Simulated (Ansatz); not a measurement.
An input meant for the cluster SnBr2⁻ (charge -1, doublet).

```yaml
crystal:
  periodic: [false, false, false]
  atoms:
    - {symbol: Sn, position_ang: [0.647921, 0.288877, -0.079587]}
    - {symbol: Br, position_ang: [-0.088330, -0.395752, 1.214214]}
    - {symbol: Br, position_ang: [-0.667585, 0.148149, -1.134627]}
basis:
  gaussian: {orbitals: def2-mTZVP}
total_charge: -1
magnetization: {spin_polarized: true, initial_magnetization: 1}
hamiltonian: {xc: {name: HSE06}, dispersion: d4}
scf: {omitted_lower_state_checks: [starts]}
output: {forces: true}
```

```sh
$ ansatz run in.yaml --threads 4 --pin off --events-out ev --progress --plain --max-ram 3916MiB
```

Output, abridged:

```
Functional definition: HSE06
1068 factors; integrals over basis functions are off by at most 2.3e-4 eV
53 factors; integrals over basis functions are off by at most 7.8e-7 eV
mean field evaluation 1: about -145876.2451 eV, gradient 1.9e1 eV
mean field evaluation 2: about -145875.8234 eV, gradient 2.2e1 eV
mean field evaluation 4: about -145877.7520 eV, gradient 7.1e-1 eV
mean field evaluation 8: about -145877.8049 eV, gradient 1.2e-2 eV
mean field evaluation 16: about -145877.8049 eV, gradient 4.3e-5 eV
mean field -145877.80491298 eV, -5360.9104510243 hartree, gradient 4.3e-5 eV, S^2 0.755381; 0 other end points of the search recorded, 0 dependent functions left out
reference -145877.80494685 eV, -5360.9104522690 hartree; 47, 46 occupied and 61, 62 virtual orbitals, 1068 factors
Total energy: -145877.92104195 eV, -5360.9147186852 hartree
Atom 0 at     0.647921     0.288877    -0.079587 Å, force    79.558728    35.509846   -20.161637 eV/Å
Atom 1 at    -0.088330    -0.395752     1.214214 Å, force   -31.456207   -31.779115    63.141039 eV/Å
Atom 2 at    -0.667585     0.148149    -1.134627 Å, force   -48.102521    -3.730731   -42.979402 eV/Å
Dipole moment:    -0.740687    -0.311916     0.129613 e Å
Checks for a lower state left out: starts
```

In this input the geometry is squeezed to about two thirds of its size. The calculation finished and met its thresholds. The result belongs to that input, not to the species as meant.

In the def2 sets Sn takes a core potential; there is no spin–orbit coupling. HSE06 is defined as in plane-wave codes, on full-range PBE exchange. The highest occupied level of an anion often lies above zero with these methods, and sets without diffuse functions describe the outer electron poorly.
